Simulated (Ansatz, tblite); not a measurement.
Cost and result up the ladder for SnEt3(SiMe3) (C9H24SiSn) (35 atoms). Charge 0, multiplicity 1. Geometry: PBE-D4/def2-SVP.

```csv
atom,x (Å),y (Å),z (Å)
Sn1,-0.242,-0.624,-0.063
C2,-2.150,-1.102,0.922
C3,-3.155,0.051,0.870
H4,-1.920,-1.387,1.970
H5,-2.556,-2.011,0.430
H6,-4.117,-0.205,1.367
H7,-2.766,0.962,1.373
H8,-3.400,0.341,-0.173
C9,-0.661,-0.316,-2.200
C10,0.596,-0.015,-3.020
H11,-1.398,0.512,-2.277
H12,-1.174,-1.228,-2.572
H13,0.372,0.137,-4.098
H14,1.110,0.904,-2.666
H15,1.337,-0.839,-2.958
C16,1.073,-2.385,0.055
C17,0.503,-3.603,-0.676
H18,1.245,-2.603,1.129
H19,2.056,-2.087,-0.366
H20,1.179,-4.484,-0.616
H21,-0.476,-3.918,-0.257
H22,0.338,-3.397,-1.755
Si23,0.818,1.525,0.939
C24,2.694,1.535,0.629
C25,0.040,3.046,0.105
C26,0.491,1.605,2.810
H27,3.158,2.450,1.054
H28,2.922,1.508,-0.456
H29,3.182,0.656,1.098
H30,0.206,3.031,-0.992
H31,-1.055,3.084,0.279
H32,0.481,3.985,0.504
H33,-0.597,1.597,3.028
H34,0.947,0.741,3.337
H35,0.919,2.533,3.246
```

Ansatz on 4 threads of AMD EPYC 7B13 on a shared host; xTB runs through tblite on one thread. Times are rough, summed over both states, and most runs start from the orbitals of an earlier one. PBE0-D4/def2-SVP serves as the yardstick here, not as an exact answer. The other state is a doublet.

In the def2 sets Sn takes a core potential; there is no spin–orbit coupling. The xTB rows come from tblite. HOMO above LUMO, or a gap near zero within one spin, warns that the state may not be the lowest or that an electron is smeared out.

Raw xTB energies of ions are shifted by several eV.

```json
{"level": "GFN2-xTB", "functions": "78", "wall time": "0.078 s"}
{"level": "GFN1-xTB", "functions": "102", "wall time": "0.092 s"}
{"level": "PBE-D4/def2-SVP", "functions": "290", "wall time": "18 s"}
{"level": "PBE0-D4/def2-SVP", "functions": "290", "wall time": "37 s"}
```

(1) Estimate what each level gives for the vertical IE (eV).

## Answers

(1) 
```json
{"level": "GFN2-xTB", "vertical IE (eV)": "11.85", "difference from PBE0-D4/def2-SVP (eV)": "3.80", "remarks": "–"}
{"level": "GFN1-xTB", "vertical IE (eV)": "12.80", "difference from PBE0-D4/def2-SVP (eV)": "4.75", "remarks": "–"}
{"level": "PBE-D4/def2-SVP", "vertical IE (eV)": "7.75", "difference from PBE0-D4/def2-SVP (eV)": "-0.30", "remarks": "gap within one spin near zero (+1 doublet)"}
{"level": "PBE0-D4/def2-SVP", "vertical IE (eV)": "8.05", "difference from PBE0-D4/def2-SVP (eV)": "0.00", "remarks": "–"}
```
